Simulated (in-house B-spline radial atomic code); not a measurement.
## wB97X excitations of the vanadium ion V⁵⁺

Method: wB97X. Computed with a B-spline radial code for spherical atoms: linear response of the closed shell [Ne] 3s2 3p6 with the functional's adiabatic kernel; non-relativistic, point nucleus, no spin-orbit coupling, no double excitations, S, P, D and F terms only. Only terms of natural parity with L up to 3 were computed.

Command:
```bash
python run_td.py task.json out
```
Settings (radii: box in bohr, nucleus in fm):
```
Z                        23
electrons                18
configuration            [Ne] 3s2 3p6
hamiltonian              nr
method                   wb97x
box_radius               16.35
intervals                52
```

Cost of the run: 1.1 s on 1 thread of Arm Neoverse N1 (shared host).

The lowest states, in the order of their Tamm-Dancoff energies; the method's threshold (minus the highest occupied level) is 122.79 eV. Labels give the largest channel, * marks a mixed state, and oscillator strengths are full-response dipole values. Semilocal kernels can invert the small singlet-triplet splittings of Rydberg terms. Energies in eV:

| state | full response | Tamm-Dancoff | oscillator strength |
| --- | --- | --- | --- |
| 3p → 3d 3P | 38.48 | 38.61 | - |
| 3p → 3d 3F | 39.17 | 39.34 | - |
| 3p → 3d 1F | 42.46 | 42.48 | - |
| 3p → 3d 1P | 54.78 | 57.27 | 3.81 |
| 3s → 3d 3D | 67.42 | 67.47 | - |
| 3p → 4s 3P | 67.49 | 67.51 | - |
| 3p → 4s 1P | 68.16 | 68.24 | 0.22 |
| 3s → 3d 1D | 71.69 | 71.81 | - |
| 3p → 4p 3S | ? | ? | - |
| 3p → 4p 3D | ? | ? | - |

Task: Where does 3p → 4p 3D lie?

Result: At 74.84 eV in full response, 74.86 eV in Tamm-Dancoff.

Task: Where does 3p → 4p 3S lie?

Result: At 73.99 eV in full response, 74.04 eV in Tamm-Dancoff.

Task: How large is the singlet-triplet splitting of 3p → 3d (F terms) in Tamm-Dancoff?

Result: 3.14 eV, from the unrounded values.

Task: What polarisabilities and dispersion coefficient does the method give?

Result: Dipole 1.083 bohr³, quadrupole 1.147 bohr⁵, C6 1.965 hartree·bohr⁶ for two such species.
